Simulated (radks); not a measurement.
The zinc ion Zn18+, 12 electrons, occupied as [Ne] 3s2. All-electron calculation, scalar-relativistic Kohn-Sham, exchange-only LDA, spin-polarised, spherical densities, finite nucleus; Fermi nuclear charge, rms radius 3.9283 fm. Program: a radial shooting solver on a logarithmic mesh with Libxc functionals.

Normalised radial functions P(r) = r R(r), r in bohr:

```
   r/bohr * 2s, o 2p (the largest magnitude, 2.23, reaches the edge; | marks zero, & curves that meet)
 0.003642                             o   *
 0.004557                             o    *
 0.005656                             o     *
 0.007075                             o      *
 0.008852                             |o       *
  0.01107                             |o        *
  0.01374                             | o        *
   0.0172                             | o         *
  0.02151                             |  o         *
   0.0267                             |    o       *
   0.0334                             |      o     *
  0.04179                             |        o*
  0.05228                             |      *     o
  0.06489                             |*              o
  0.08118                       *     |                   o
   0.1016               *             |                       o
    0.126        *                    |                         o
   0.1577   *                         |                          o
   0.1973  *                          |                        o
   0.2468     *                       |                    o
   0.3063           *                 |              o
   0.3832                  *          |        o
   0.4794                        *    |    o
    0.595                           * | o
   0.7444                            *o
   0.9314                             &
    1.165                             &
    1.446                             &
    1.809                             &
```

2s: eigenvalue -1830.8 eV, 1 radial node at r = 0.0675 bohr, <r> = 0.223 bohr, 90 % of the charge inside 0.345 bohr. 2p: eigenvalue -1684.2 eV, 0 radial nodes, <r> = 0.195 bohr, 90 % of the charge inside 0.318 bohr.
